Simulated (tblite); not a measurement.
Compound: C4H13ClGeSi2.
Numbering: `[CH3:1][Si@@:2]([GeH3:3])([SiH2:4][Cl:5])[CH:6]1[CH2:7][CH2:8]1` (hydrogens: H9, H10, H11 on C1; H12, H13, H14 on Ge3; H15, H16 on Si4; H17 on C6; H18, H19 on C7; H20, H21 on C8)

Computed with GFN2-xTB (tblite), gas phase: L-BFGS steps from a force-field or distance-geometry start until the largest atomic force falls under 0.01 eV/Å.

Step 1: E = -683.3779 eV
```
atom  x, y, z in Å  |  force x, y, z in eV/Å
C1     -1.1296   -1.5915   -1.3119   -0.057  -0.152  -0.098
Si2    -0.5453   -0.1806   -0.2093    0.339  -0.197   0.241
Ge3    -0.0411    1.6525   -1.5277    0.012   0.165  -0.100
Si4    -2.2231    0.3973    1.1862   -0.272   0.330   0.739
Cl5    -1.5787    1.9332    2.4114   -0.348  -0.477  -0.348
C6      0.9047   -0.7887    0.8356    0.226  -0.033   0.034
C7      1.8305    0.2808    1.3554    0.100  -0.018   0.022
C8      2.2748   -0.6065    0.2375    0.131  -0.031   0.127
H9     -0.3128   -1.8685   -1.9859   -0.444  -0.171   0.061
H10    -1.4123   -2.4420   -0.6838    0.045   0.097  -0.469
H11    -1.9990   -1.2524   -1.8884    0.327  -0.349   0.080
H12    -1.3098    2.0571   -2.3166    0.697   0.063   0.188
H13     1.0711    1.2943   -2.5125   -0.260   0.469   0.039
H14     0.3956    2.8312   -0.6455   -0.103  -0.196  -0.603
H15    -2.5858   -0.7665    1.9994   -0.191   0.211   0.147
H16    -3.3782    0.8242    0.4001   -0.166   0.116   0.219
H17     0.7916   -1.6595    1.4975   -0.062   0.388  -0.392
H18     1.6068    1.3189    1.0595    0.209  -0.579   0.651
H19     2.2941    0.0698    2.3273   -0.309   0.620  -0.436
H20     2.3295   -0.1190   -0.7493    0.233  -0.647   0.521
H21     3.0081   -1.3671    0.5204   -0.109   0.390  -0.623
```

Step 2: E = -683.5229 eV
```
atom  x, y, z in Å  |  force x, y, z in eV/Å
C1     -1.1348   -1.6005   -1.3180    0.399   0.404   0.335
Si2    -0.5301   -0.1870   -0.2007   -0.329  -0.056   0.143
Ge3    -0.0408    1.6592   -1.5315    0.054  -0.192   0.065
Si4    -2.2347    0.4100    1.2157   -0.004  -0.071  -0.147
Cl5    -1.5913    1.9153    2.3981   -0.184  -0.035   0.026
C6      0.9166   -0.7890    0.8375   -0.097   0.161  -0.217
C7      1.8348    0.2755    1.3558   -0.066   0.026  -0.209
C8      2.2767   -0.6065    0.2452    0.084   0.025   0.014
H9     -0.3296   -1.8740   -1.9826   -0.038  -0.274  -0.242
H10    -1.4098   -2.4363   -0.7019   -0.131  -0.397  -0.059
H11    -1.9849   -1.2657   -1.8840   -0.226  -0.075  -0.244
H12    -1.2846    2.0592   -2.3096    0.455   0.121   0.060
H13     1.0617    1.3109   -2.5110   -0.159   0.425  -0.038
H14     0.3918    2.8238   -0.6672   -0.032  -0.009  -0.442
H15    -2.5923   -0.7584    2.0041   -0.251   0.059   0.275
H16    -3.3842    0.8283    0.4077   -0.095   0.089   0.266
H17     0.7893   -1.6445    1.4827   -0.072  -0.118   0.012
H18     1.6143    1.2984    1.0828    0.040   0.031   0.334
H19     2.2817    0.0929    2.3092    0.111   0.295   0.383
H20     2.3380   -0.1426   -0.7302    0.182  -0.263  -0.035
H21     3.0033   -1.3521    0.4975    0.359  -0.146  -0.280
```

Step 3: E = -683.5627 eV
```
atom  x, y, z in Å  |  force x, y, z in eV/Å
C1     -1.1307   -1.5973   -1.3149    0.199   0.241   0.225
Si2    -0.5308   -0.1891   -0.1966   -0.360   0.051   0.113
Ge3    -0.0399    1.6578   -1.5314    0.066  -0.269   0.115
Si4    -2.2380    0.4120    1.2209   -0.005  -0.187  -0.257
Cl5    -1.5971    1.9105    2.3954   -0.133   0.081   0.119
C6      0.9191   -0.7861    0.8346   -0.246  -0.034  -0.127
C7      1.8349    0.2729    1.3523    0.035   0.145   0.118
C8      2.2773   -0.6057    0.2484    0.239  -0.111  -0.130
H9     -0.3343   -1.8793   -1.9853    0.024  -0.238  -0.234
H10    -1.4111   -2.4406   -0.7073   -0.101  -0.325  -0.054
H11    -1.9846   -1.2700   -1.8864   -0.145  -0.057  -0.169
H12    -1.2718    2.0616   -2.3071    0.343   0.139   0.003
H13     1.0571    1.3213   -2.5112   -0.104   0.386  -0.074
H14     0.3904    2.8219   -0.6791   -0.003   0.058  -0.368
H15    -2.5976   -0.7555    2.0093   -0.250   0.048   0.276
H16    -3.3871    0.8307    0.4136   -0.100   0.087   0.252
H17     0.7876   -1.6427    1.4793   -0.061  -0.099   0.005
H18     1.6166    1.2946    1.0933   -0.008   0.189   0.212
H19     2.2804    0.1030    2.3105    0.099   0.218   0.345
H20     2.3429   -0.1521   -0.7265    0.159  -0.142  -0.180
H21     3.0077   -1.3508    0.4878    0.351  -0.181  -0.192
```

Step 4: E = -683.6397 eV
```
atom  x, y, z in Å  |  force x, y, z in eV/Å
C1     -1.1213   -1.5888   -1.3055   -0.213  -0.334  -0.214
Si2    -0.5399   -0.1908   -0.1846   -0.261   0.162   0.009
Ge3    -0.0362    1.6475   -1.5278    0.095  -0.331   0.192
Si4    -2.2470    0.4107    1.2271   -0.066  -0.325  -0.251
Cl5    -1.6131    1.9026    2.3927   -0.048   0.241   0.243
C6      0.9186   -0.7829    0.8268    0.015  -0.128   0.072
C7      1.8382    0.2701    1.3523    0.097   0.092   0.271
C8      2.2858   -0.6082    0.2518    0.134  -0.157  -0.070
H9     -0.3442   -1.8967   -1.9966    0.026  -0.058  -0.048
H10    -1.4155   -2.4560   -0.7220    0.001  -0.051  -0.068
H11    -1.9846   -1.2818   -1.8939    0.075  -0.017   0.042
H12    -1.2350    2.0706   -2.3019    0.039   0.173  -0.143
H13     1.0445    1.3543   -2.5139    0.061   0.252  -0.177
H14     0.3875    2.8197   -0.7146    0.072   0.211  -0.162
H15    -2.6158   -0.7474    2.0277   -0.226   0.044   0.239
H16    -3.3965    0.8383    0.4330   -0.152   0.089   0.177
H17     0.7824   -1.6397    1.4709   -0.053  -0.109   0.020
H18     1.6211    1.2926    1.1211   -0.072   0.377  -0.038
H19     2.2785    0.1312    2.3196    0.092  -0.007   0.296
H20     2.3578   -0.1763   -0.7240    0.101   0.114  -0.413
H21     3.0257   -1.3520    0.4615    0.281  -0.239   0.023
```

Task: Estimate the geometry and energy of step 5. (The exact step hangs on the optimiser's Hessian estimate; all steps are aligned on step 4, rigid shifts and turns removed.)

Result: E = -683.6757 eV, largest force 0.642 eV/Å
```
atom  x, y, z in Å  |  force x, y, z in eV/Å
C1     -1.1190   -1.5897   -1.3041   -0.298  -0.467  -0.324
Si2    -0.5494   -0.1893   -0.1784   -0.061  -0.013  -0.061
Ge3    -0.0326    1.6366   -1.5227    0.091  -0.202   0.136
Si4    -2.2525    0.4047    1.2258   -0.129  -0.226  -0.045
Cl5    -1.6222    1.9026    2.3955   -0.053   0.181   0.192
C6      0.9198   -0.7822    0.8235    0.069  -0.144   0.150
C7      1.8408    0.2695    1.3547    0.148   0.131   0.322
C8      2.2912   -0.6113    0.2533    0.171  -0.121  -0.144
H9     -0.3489   -1.9065   -2.0031    0.027   0.024   0.037
H10    -1.4179   -2.4652   -0.7304    0.031   0.035  -0.054
H11    -1.9840   -1.2879   -1.8975    0.113   0.002   0.089
H12    -1.2156    2.0783   -2.3017   -0.065   0.157  -0.174
H13     1.0392    1.3754   -2.5184    0.134   0.169  -0.209
H14     0.3873    2.8223   -0.7356    0.097   0.240  -0.070
H15    -2.6290   -0.7426    2.0413   -0.201   0.048   0.200
H16    -3.4039    0.8437    0.4459   -0.185   0.087   0.127
H17     0.7788   -1.6407    1.4674   -0.035  -0.065  -0.004
H18     1.6222    1.2978    1.1347   -0.053   0.260  -0.109
H19     2.2796    0.1452    2.3304    0.029  -0.093   0.126
H20     2.3671   -0.1866   -0.7298    0.055   0.132  -0.280
H21     3.0400   -1.3571    0.4486    0.117  -0.136   0.093
```

The energy changes by -0.0360 eV. The first-order estimate −F·Δx gives -0.0484 eV and the mean of the old and new forces, exact on a quadratic surface, -0.0360 eV. The step makes an angle of 57° with the force vector and moves no atom by more than 0.022 Å.

The cost below is that of the whole relaxation. Hardware: Arm Neoverse N1, one thread (shared host). Cost: 2.3 s of wall time.
